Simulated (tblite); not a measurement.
Compound: C₂H₁₃PSSi₄.
Bonds: C1–C2 (double), C2–Si3, Si3–P4, P4–Si5, P4–Si6, Si6–S7, S7–Si8. Hydrogens: H9, H10 on C1; H11 on C2; H12, H13 on Si3; H14, H15, H16 on Si5; H17, H18 on Si6; H19, H20, H21 on Si8.

Computed with GFN2-xTB (tblite), gas phase: L-BFGS steps from a force-field or distance-geometry start until the largest atomic force falls under 0.01 eV/Å.

Step 9: E = -642.6961 eV
```
atom  x, y, z in Å  |  force x, y, z in eV/Å
C1     -2.3960    0.2505   -2.9820   -0.024  -0.045  -0.045
C2     -2.0369    0.7243   -1.8010    0.058   0.047   0.176
Si3    -2.0174   -0.2617   -0.1944   -0.063   0.004  -0.081
P4     -0.1996    0.4070    0.9544   -0.044  -0.040   0.103
Si5    -0.8369    0.1693    3.0801   -0.015   0.154   0.015
Si6     1.3072   -1.2203    0.8128    0.028  -0.073  -0.067
S7      2.5482   -1.0713   -0.9314   -0.047  -0.121  -0.087
Si8     3.7241    0.7345   -0.9160   -0.015   0.066  -0.018
H9     -2.7015   -0.7762   -3.1065    0.015   0.001   0.007
H10    -2.4091    0.8490   -3.8807    0.027   0.032   0.036
H11    -1.7356    1.7644   -1.7097   -0.003  -0.044  -0.098
H12    -2.0875   -1.7067   -0.4537    0.088   0.030   0.052
H13    -3.1882    0.1193    0.6176    0.094  -0.010   0.007
H14     0.3202   -0.2205    3.8922   -0.078  -0.018  -0.094
H15    -1.2855    1.5072    3.4843    0.012  -0.110  -0.025
H16    -1.9381   -0.7850    3.2508    0.106   0.012  -0.028
H17     2.2029   -1.1273    1.9591    0.021   0.073   0.088
H18     0.7954   -2.5888    0.7259   -0.010   0.117  -0.059
H19     3.5950    1.3858    0.3792   -0.042  -0.011   0.007
H20     5.0978    0.3083   -1.1633   -0.090  -0.037   0.031
H21     3.2326    1.5553   -2.0182   -0.018  -0.026   0.080
```

Step 10: E = -642.7007 eV
```
atom  x, y, z in Å  |  force x, y, z in eV/Å
C1     -2.3950    0.2471   -2.9819    0.001   0.042   0.045
C2     -2.0359    0.7268   -1.8008    0.018  -0.030   0.042
Si3    -2.0181   -0.2596   -0.1990    0.016   0.003   0.000
P4     -0.2003    0.4073    0.9529   -0.047  -0.026   0.111
Si5    -0.8370    0.1703    3.0796   -0.010   0.107  -0.007
Si6     1.3096   -1.2164    0.8123    0.026  -0.032  -0.070
S7      2.5473   -1.0744   -0.9323   -0.024  -0.082  -0.092
Si8     3.7215    0.7350   -0.9149   -0.052  -0.009   0.004
H9     -2.7021   -0.7797   -3.1080    0.031   0.043   0.025
H10    -2.4082    0.8507   -3.8770    0.024   0.008   0.007
H11    -1.7326    1.7659   -1.7096   -0.011  -0.042  -0.117
H12    -2.0836   -1.7028   -0.4484    0.083  -0.030   0.025
H13    -3.1811    0.1154    0.6195    0.033   0.016   0.035
H14     0.3211   -0.2220    3.8896   -0.083  -0.011  -0.094
H15    -1.2869    1.5060    3.4822    0.005  -0.080  -0.014
H16    -1.9376   -0.7859    3.2515    0.115   0.021  -0.031
H17     2.2021   -1.1249    1.9604    0.030   0.077   0.093
H18     0.7991   -2.5806    0.7190   -0.041   0.044  -0.050
H19     3.5896    1.3839    0.3793   -0.040   0.004   0.038
H20     5.0903    0.3014   -1.1614   -0.038  -0.037   0.023
H21     3.2287    1.5535   -2.0135   -0.035   0.014   0.028
```

**Question.** Estimate the geometry and energy of step 11. (The exact step hangs on the optimiser's Hessian estimate; all steps are aligned on step 10, rigid shifts and turns removed.)

**Answer.** E = -642.7045 eV, largest force 0.127 eV/Å
```
atom  x, y, z in Å  |  force x, y, z in eV/Å
C1     -2.3942    0.2454   -2.9811    0.017   0.088   0.090
C2     -2.0348    0.7281   -1.7999   -0.012  -0.073  -0.071
Si3    -2.0182   -0.2580   -0.2023    0.078  -0.008   0.078
P4     -0.2017    0.4071    0.9539   -0.028  -0.018   0.075
Si5    -0.8373    0.1728    3.0791   -0.004   0.026  -0.027
Si6     1.3121   -1.2137    0.8108    0.037   0.022  -0.036
S7      2.5462   -1.0785   -0.9349   -0.003  -0.037  -0.087
Si8     3.7185    0.7353   -0.9138   -0.078  -0.074   0.028
H9     -2.7019   -0.7814   -3.1086    0.036   0.062   0.034
H10    -2.4070    0.8521   -3.8741    0.022  -0.006  -0.009
H11    -1.7305    1.7664   -1.7119   -0.009  -0.021  -0.111
H12    -2.0789   -1.7005   -0.4437    0.078  -0.068   0.005
H13    -3.1748    0.1127    0.6218   -0.016   0.034   0.054
H14     0.3202   -0.2233    3.8856   -0.062  -0.010  -0.077
H15    -1.2879    1.5037    3.4803   -0.016  -0.005   0.010
H16    -1.9349   -0.7861    3.2514    0.103   0.018  -0.030
H17     2.2020   -1.1216    1.9631    0.015   0.073   0.062
H18     0.8012   -2.5734    0.7124   -0.067  -0.023  -0.043
H19     3.5845    1.3824    0.3802   -0.038   0.010   0.052
H20     5.0836    0.2952   -1.1595   -0.004  -0.033   0.017
H21     3.2249    1.5524   -2.0093   -0.050   0.045  -0.015
```

The energy changes by -0.0038 eV. The first-order estimate −F·Δx gives -0.0052 eV and the mean of the old and new forces, exact on a quadratic surface, -0.0038 eV. The step makes an angle of 54° with the force vector and moves no atom by more than 0.010 Å.

The cost below is that of the whole relaxation. The run took 3.1 s of wall time on Arm Neoverse V2, one thread (shared host).
